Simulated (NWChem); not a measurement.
# PbSiH3F, singlet; SMILES [SiH3][Pb][F]

All runs: NWChem. Low-valent species are run as closed-shell singlets; no triplet was tried in these runs. All runs use the structure optimised with PBE0/def2-SVP. def2 effective core potentials on Pb; no spin-orbit coupling. Level SCAN/def2-SVP: energy and gradient on several grids; changes count from the extra-fine grid, which is no exact limit either.

| grid | size of the energy change (μHa) | largest change of a gradient component (μHa/bohr) | time, medium = 1 (rough) |
|---|---|---|---|
| xcoarse | 20000 | 3000 | about 1 |
| coarse | 5000 | 1000 | about 1 |
| medium | 3000 | 300 | about 1 |
| fine | 2000 | 100 | about 1 |
| xfine | < 10 | < 30 | 2 |
